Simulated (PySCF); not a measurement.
Molecule (SMILES): [BH] (BH) (closed-shell singlet).
Geometry (B3LYP-D3(BJ)/def2-TZVP, fixed):
```
B
H 1 1.2331
```

How fast the lowest singlet excitation energy converges with the basis for several methods (PySCF): deviation from each method's own reference, in eV. References: CAM-B3LYP 2.797 eV, the value in d-aug-cc-pVTZ; PBE 2.853 eV, the value in d-aug-cc-pVTZ; PBE0 2.845 eV, the value in d-aug-cc-pVTZ. All functions are spherical. Density fitting with generated auxiliary sets. No added dispersion term, no relativity. Tamm-Dancoff approximation, the state taken by its order.

```
basis        functions  CAM-B3LYP     PBE    PBE0
-----------  ---------  ---------  ------  ------
6-31G**             19      0.205   0.225   0.198
cc-pVDZ             19      0.051   0.072   0.057
pcseg-1             19      0.076   0.096   0.087
aug-cc-pVDZ         32     -0.006   0.000  -0.003
aug-pcseg-1         32      0.026   0.030   0.039
def2-TZVP           37      0.016   0.024   0.018
pcseg-2             44      0.035   0.037   0.034
def2-TZVPPD         54      0.003   0.009   0.004
aug-pcseg-2         69     -0.002  -0.001   0.000
pcseg-3             93      0.002   0.005   0.004
def2-QZVPPD         96      0.001   0.006   0.003
aug-cc-pVQZ        126     -0.001   0.001   0.001
```

Mean absolute deviation over def2-TZVP, pcseg-2, def2-TZVPPD, aug-pcseg-2: PBE0 0.014, CAM-B3LYP 0.014, PBE 0.018 eV.
